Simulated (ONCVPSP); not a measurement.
# zinc, ONCV: configuration errors across variants

Zn, optimised norm-conserving Vanderbilt (ONCV), made with ONCVPSP 4.0.1 (PBE, scalar-relativistic). Core [Ne], reference 3s2 3p6 3d10 4s2. Waves: 3s+4s: rc 0.95 bohr, ncon 4, nbas 7, qcut 14 1/bohr, 2 projectors; 3p: rc 0.75 bohr, ncon 4, nbas 7, qcut 12.5 1/bohr, 2 projectors, debl 2.8 Ha; 3d: rc 1.15 bohr, ncon 3, nbas 8, qcut 14.8 1/bohr, 2 projectors, debl 2.1 Ha. Local part: polynomial inside 0.75 bohr (lpopt 5, dvloc0 1 Ha). Core correction: none.

In the p channel the program set the typed energies aside and used -3.065, 0.250 Ha.

All-electron excitation energies from the reference (eV): (1) 3s2 3p6 3d10 4s1 9.889; (2) 3s2 3p6 3d10 4s0 28.331; (3) 3s2 3p6 3d9 4s0 68.865; (4) 3s2 3p6 3d10 4s0 4p1 16.213.

Errors AE − PS in meV (a dash: test not solved or not reliable):

```csv
change,(1),(2),(3),(4),bound ghosts,GHOST(+) flags above zero
base,+0.3,+3.2,-3.0,+1.4,none,none
"s: rc 0.68; local potential polynomial inside 0.68 bohr (lpopt 5, dvloc0 1 Ha)",+0.2,+3.0,-2.9,+1.2,none,s
s: rc 0.78,+0.3,+3.2,-2.5,+1.4,none,none
s: rc 0.94,+0.3,+3.2,-3.0,+1.4,none,none
s: rc 1.04,+0.3,+3.2,-3.4,+1.4,none,none
s: rc 1.18,+0.1,+3.0,-4.0,+1.3,none,none
s: rc 1.28,+0.1,+3.0,-4.3,+1.3,none,none
```

Problem. Give the same row for: s: rc 1.36.

Solution. 0.0, +2.9, -4.5, +1.2; bound ghosts: none; GHOST(+) flags above zero: none.
